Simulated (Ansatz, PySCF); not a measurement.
H4O3STi, SMILES [SH][Ti]([OH])([OH])[OH], multiplicity 1.

Geometry optimised at B3LYP-D3(BJ)/def2-SVP. The multiplicity is an assumed one; no other spin state was optimised. The structure was generated by enumeration; whether it is a known compound was not checked. The values are those of a single conformer.

Vertical ionisation energy (IE) and electron affinity (EA) in eV. Rows of orbital energies are one-electron estimates. Where ΔSCF, EOM or ADC give a negative EA the extra electron is unbound and the value depends on the basis.

```
level                                                                       IE    EA
------------------------------------------------------------------------  ----  ----
−ε(HOMO), −ε(LUMO), ωB97X/def2-TZVP (PySCF)                                  …     …
−ε(HOMO), −ε(LUMO), PBE/def2-TZVP (PySCF)                                 6.02  2.76
ΔSCF, CAM-B3LYP/def2-SVPD (Ansatz), final states of multiplicity 2 and 2  9.49  0.59
ΔSCF, PBE/def2-SVPD (Ansatz), final states of multiplicity 2 and 2        9.27  0.10
```

Q: What belongs in the gaps? (An estimate is asked for; the answer gives what the named calculation found.)

A: 
- −ε(HOMO), −ε(LUMO), ωB97X/def2-TZVP (PySCF), IE: 9.59
- −ε(HOMO), −ε(LUMO), ωB97X/def2-TZVP (PySCF), EA: -0.38

Q: What vertical singlet–triplet gap does ΔSCF give with CAM-B3LYP/def2-SVPD (Ansatz, a first-principles code) and with PBE/def2-SVPD (Ansatz)? (The exact figures need the calculation; the answer reports its results.)

A: 3.63 and 4.02 eV (triplet above singlet where positive).
